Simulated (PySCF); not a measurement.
# Radial density of Nd⁴⁸⁺ (neodymium, charge +48)

PBEsol, [Ne] 3s2, closed-shell 1S. Calculation: PySCF 2.14, in an even-tempered Gaussian basis (16 s from 11 bohr⁻², ratio 2.5; 10 p from 14 bohr⁻², ratio 2.5; 4 d from 52 bohr⁻², ratio 2.7; 4 f from 78 bohr⁻², ratio 2.7); no relativity, point nucleus.

| r (bohr) | 4πr²ρ (e/bohr) |
| --- | --- |
| 0.000400 | 0.2958 |
| 0.000673 | 0.8098 |
| 0.00113 | 2.168 |
| 0.00191 | 5.591 |
| 0.00320 | 13.53 |
| 0.00539 | 29.46 |
| 0.00907 | 53.73 |
| 0.0153 | 73.60 |
| 0.0257 | 68.71 |
| 0.0431 | 63.90 |
| 0.0726 | 87.70 |
| 0.122 | 48.70 |
| 0.205 | 13.80 |
| 0.345 | 4.405 |
| 0.581 | 0.07288 |

A non-relativistic calculation at this Z misses sizeable relativistic shifts. Spin-orbit coupling, which splits the p, d and f shells strongly at this Z, is absent.
